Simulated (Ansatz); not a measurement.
`O[Si@H](Cl)C[Si@@H](O)F` + `N[SiH](O)Cl` → `O[Si@@H](Cl)N[Si@@H](O)Cl` + `C[SiH](O)F`  (ligand exchange at the Si–C bond)

Gas-phase electronic energies from Ansatz, PBE0-D4/def2-TZVP geometries. CCSD(T)/CBS is the MP2 limit (def2-TZVPP, def2-QZVPP) plus CCSD(T) − MP2 in def2-TZVPP, frozen cores. DFT in def2-TZVPP. One conformer a species, not always the lowest.

```tsv
level	ΔE (kJ/mol)
PBE-D4	-50.2
CCSD/def2-TZVPP	-58.5
SCS-MP2/def2-QZVPP	-59.9
HF/CBS(def2)	-69.0
```

Task: What does CCSD(T)/CBS give? (An estimate is asked.)

Result: Computed: -56.6 kJ/mol. The listed levels differ from it by 6.4, -1.9, -3.3, -12.4 kJ/mol.

Largest T1 diagnostic among the species: 0.011.

In def2-TZVPP, CCSD(T) changes the Hartree–Fock value by +10.6 kJ/mol (the triples alone add +1.2 kJ/mol) and MP2 by +10.1 kJ/mol.
